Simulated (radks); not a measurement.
Results of a calculation; reference values are marked as such.
P3+, 12 electrons, occupied as [Ne] 3s2.

Code: a radial shooting solver on a logarithmic mesh with Libxc functionals. Model: scalar-relativistic Kohn-Sham, LDA (Slater exchange, Perdew-Wang correlation), spin-unpolarised, spherical densities, point nucleus.

Energy parts (hartree):
part                      energy
total                 -338.62224
kinetic                339.45869
electron-nucleus      -792.17755
Hartree                134.96195
exchange-correlation   -20.86533

Orbitals (lengths in bohr, moments of r in powers of bohr; <r^-3> diverges for s and p1/2; r(90%) holds 90 % of the orbital's charge):
| orbital | occ. | eigenvalue (hartree) | r(90%) | <r^4> | <1/r> | <r^-3> |
|---|---|---|---|---|---|---|
| 1s | 2 | -77.75926 | 0.186 | 0.0005458 | 14.60 | - |
| 2s | 2 | -7.77449 | 0.818 | 0.1905 | 2.819 | - |
| 2p | 6 | -5.99247 | 0.809 | 0.1876 | 2.718 | 63.89 |
| 3s | 2 | -1.68103 | 2.47 | 15.63 | 0.8286 | - |

The highest occupied level is 3s at -45.743 eV. The density falls to 0.001 e/bohr^3 at r = 3.07 bohr. For comparison, the ionisation energy in NIST's Atomic Spectra Database is 51.444 eV (measured). In exact Kohn-Sham theory the highest level is minus the ionisation energy, but local and semilocal functionals leave it too shallow, through self-interaction and a potential that decays too fast; potentials with the right tail come closer. Summed over all electrons, <r^2> = 8.784 bohr^2, which gives a Langevin (diamagnetic) susceptibility term of -6.96 x 10^-6 cm^3/mol.
